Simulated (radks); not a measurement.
The numbers below are computed, except where a source is named.
Q: Neutral zinc, [Ar] 3d10 4s2. Level of theory: non-relativistic Kohn-Sham, exchange-only LDA, spin-polarised, spherical densities, point nucleus (a radial shooting solver on a logarithmic mesh with Libxc functionals). Every spin shell is full or empty, so the densities are truly spherical. Functionals are evaluated on that one density, not self-consistently. Rank these orbital-free kinetic functionals by their error against the exact value of the orbitals, and give that value: Thomas-Fermi, von Weizsacker, LC94, APBEK, Perdew 92, LKT, PG1, DePristo-Kress, Ernzerhof.

A: Exact: 1773.91 hartree. From best to worst, with 100 (|E| - |E exact|)/|E exact| (equal figures are ties): APBEK -0.03, LC94 -0.12, DePristo-Kress -0.21, Ernzerhof -0.51, Perdew 92 -0.88, Thomas-Fermi -6.36, PG1 +18.42, LKT +23.28, von Weizsacker -50.71.
